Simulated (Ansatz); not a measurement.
The cluster K₃Na⁺, relaxed as a doublet with UKS PBE0/def2-TZVP in Ansatz, starting from the GFN2-xTB geometry. Force threshold 0.02 eV/Å.

The structure comes from a short search, and lower isomers may exist.

Start:

Cartesian coordinates in Å:
```
Na -0.732 0.434 -0.351
K 3.045 -1.109 -0.449
K 0.966 -1.446 2.505
K -3.279 2.120 -1.705
```

Estimate the energy that the relaxation releases and the steps that it takes.

0.27 eV, in 6 steps; 31 s on 2 threads of Arm Neoverse V2 on a shared host. No frequencies were taken in this run, so the end may be a saddle point.

Does the start keep its bonding and symmetry?

By distances, no bond broke or formed. The bond that changes most is K2–K3, from 3.63 to 4.38 Å (atoms count from 1). Point group Cs at the start, Cs at the end, both within 0.05 Å.

Predict the relaxed structure.


```xyz
4

Na   -0.491    0.328   -0.335
K     3.226   -1.073   -0.727
K     0.830   -1.555    2.906
K    -3.564    2.301   -1.845
```
Bond lengths (bridged metal pairs left out): 3 × K–Na 3.95 to 3.99 Å; 1 × K–K 4.38 Å.
